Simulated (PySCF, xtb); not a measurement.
Sn(H)(SH)3 (H₄S₃Sn), SMILES [SH][SnH]([SH])[SH].

GFN2-xTB (xtb) at its own geometry gives an orbital gap of 1.86 eV and a dipole moment of 2.22 D.

Geometry optimised at PBE0-D3(BJ)/def2-SVP. The structure was generated by enumeration; whether it is a known compound was not checked. The def2 effective core potentials stand for the cores of Sn; spin–orbit coupling is left out. One conformer was computed; it need not be the lowest.

**Question.** What does PBE/def2-TZVP in PySCF give? (The exact figures need the calculation; the answer reports its results.)

**Answer.** gap 3.80 eV (levels -6.34 and -2.54 eV), dipole 0.26 D.
